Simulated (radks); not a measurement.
All-electron atom: the ruthenium ion Ru4+ in [Kr] 4d4. Method: Dirac Kohn-Sham, PBE, spin-unpolarised, spherical densities, finite nucleus; open shells are shared between the two j in proportion to 2j + 1; Fermi nuclear charge, rms radius 4.4809 fm; computed with a radial shooting solver on a logarithmic mesh with Libxc functionals.

Radial electron density D(r) = 4 pi r^2 rho(r):

| r (bohr) | D(r) (e/bohr) |
|---|---|
| 0.003283 | 7.664 |
| 0.003731 | 9.389 |
| 0.004274 | 11.58 |
| 0.004858 | 14.02 |
| 0.005566 | 17.04 |
| 0.006326 | 20.32 |
| 0.007247 | 24.24 |
| 0.008237 | 28.33 |
| 0.009437 | 33.00 |
| 0.01073 | 37.58 |
| 0.01229 | 42.45 |
| 0.01397 | 46.80 |
| 0.016 | 50.85 |
| 0.01819 | 53.84 |
| 0.02083 | 55.84 |
| 0.02368 | 56.44 |
| 0.02713 | 55.69 |
| 0.03083 | 53.92 |
| 0.03533 | 51.42 |
| 0.04015 | 49.24 |
| 0.046 | 48.02 |
| 0.05228 | 48.65 |
| 0.0599 | 51.62 |
| 0.06808 | 56.34 |
| 0.07799 | 62.29 |
| 0.08864 | 67.17 |
| 0.1016 | 69.69 |
| 0.1154 | 68.35 |
| 0.1322 | 63.03 |
| 0.1503 | 55.83 |
| 0.1722 | 48.68 |
| 0.1957 | 44.97 |
| 0.2242 | 45.53 |
| 0.2548 | 49.26 |
| 0.292 | 53.42 |
| 0.3318 | 54.17 |
| 0.3802 | 49.55 |
| 0.4321 | 40.73 |
| 0.495 | 29.58 |
| 0.5626 | 20.67 |
| 0.6446 | 15.05 |
| 0.7326 | 13.34 |
| 0.8394 | 13.57 |
| 0.954 | 13.74 |
| 1.093 | 12.62 |
| 1.242 | 10.32 |
| 1.423 | 7.307 |
| 1.617 | 4.683 |
| 1.853 | 2.590 |
| 2.106 | 1.332 |
| 2.413 | 0.5859 |
| 2.743 | 0.2396 |
| 3.142 | 0.07912 |
| 3.571 | 0.02320 |
| 4.091 | 0.004970 |
| 4.65 | 0.0008972 |

D(r) has 4 maxima, at r = 0.0235, 0.103, 0.319, 0.924 bohr, and minima at 0.0471, 0.205, 0.756 bohr, inside which lie 2.05, 11.09, 29.20 electrons.
